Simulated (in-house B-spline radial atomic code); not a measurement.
## wB97X excitations of Al3+

Method: wB97X. Computed with an all-electron radial atomic-structure program (B-spline basis): linear response of the closed shell [He] 2s2 2p6 with the functional's adiabatic kernel; non-relativistic, point nucleus, no spin-orbit coupling, no double excitations, S, P, D and F terms only. Only terms of natural parity with L up to 3 were computed.

Command:
```bash
python run_td.py task.json out
```
Settings (radii: box in bohr, nucleus in fm):
```
Z                        13
electrons                10
configuration            [He] 2s2 2p6
hamiltonian              nr
method                   wb97x
box_radius               23.08
intervals                51
```

Run time, properties included: 0.5 s on 1 thread of Arm Neoverse N1, with other jobs on the host.

The lowest states, in the order of their Tamm-Dancoff energies; the method's threshold (minus the highest occupied level) is 110.67 eV. Labels give the largest channel, * marks a mixed state, and oscillator strengths are full-response dipole values. Semilocal kernels can invert the small singlet-triplet splittings of Rydberg terms. Energies in eV:

```json
{"state": "2p → 3s 3P", "full response": "73.22", "Tamm-Dancoff": "73.24", "oscillator strength": "-"}
{"state": "2p → 3s 1P", "full response": "73.92", "Tamm-Dancoff": "73.94", "oscillator strength": "0.2"}
{"state": "2p → 3p 3S", "full response": "79.41", "Tamm-Dancoff": "79.46", "oscillator strength": "-"}
{"state": "2p → 3p 3D", "full response": "80.16", "Tamm-Dancoff": "80.17", "oscillator strength": "-"}
{"state": "2p → 3p 1D", "full response": "80.67", "Tamm-Dancoff": "80.69", "oscillator strength": "-"}
{"state": "2p → 3p 1S", "full response": "?", "Tamm-Dancoff": "?", "oscillator strength": "-"}
{"state": "2p → 3d 3P", "full response": "88.83", "Tamm-Dancoff": "88.84", "oscillator strength": "-"}
{"state": "2p → 3d 3F", "full response": "88.94", "Tamm-Dancoff": "88.95", "oscillator strength": "-"}
{"state": "2p → 3d 1F", "full response": "89.20", "Tamm-Dancoff": "89.20", "oscillator strength": "-"}
{"state": "2p → 3d 1P", "full response": "89.78", "Tamm-Dancoff": "89.82", "oscillator strength": "0.487"}
{"state": "2p → 4s 3P", "full response": "91.73", "Tamm-Dancoff": "91.74", "oscillator strength": "-"}
{"state": "2p → 4s 1P", "full response": "91.95", "Tamm-Dancoff": "91.96", "oscillator strength": "0.0367"}
{"state": "2p → 4p 3S", "full response": "?", "Tamm-Dancoff": "?", "oscillator strength": "-"}
{"state": "2p → 4p 3D", "full response": "94.27", "Tamm-Dancoff": "94.27", "oscillator strength": "-"}
{"state": "2p → 4p 1D", "full response": "94.41", "Tamm-Dancoff": "94.41", "oscillator strength": "-"}
{"state": "2p → 4p 1S", "full response": "95.56", "Tamm-Dancoff": "95.67", "oscillator strength": "-"}
```

(1) Where does 2p → 3p 1S lie?

(2) Where does 2p → 4p 3S lie?

(3) How large is the singlet-triplet splitting of 2p → 3s (P terms) in Tamm-Dancoff?

(4) What polarisabilities and dispersion coefficient does the method give?

## Answers

(1) At 83.60 eV in full response, 83.87 eV in Tamm-Dancoff.

(2) At 94.02 eV in full response, 94.04 eV in Tamm-Dancoff.

(3) 0.7 eV, from the unrounded values.

(4) Dipole 0.2776 bohr³, quadrupole 0.2338 bohr⁵, C6 0.259 hartree·bohr⁶ for two such species.
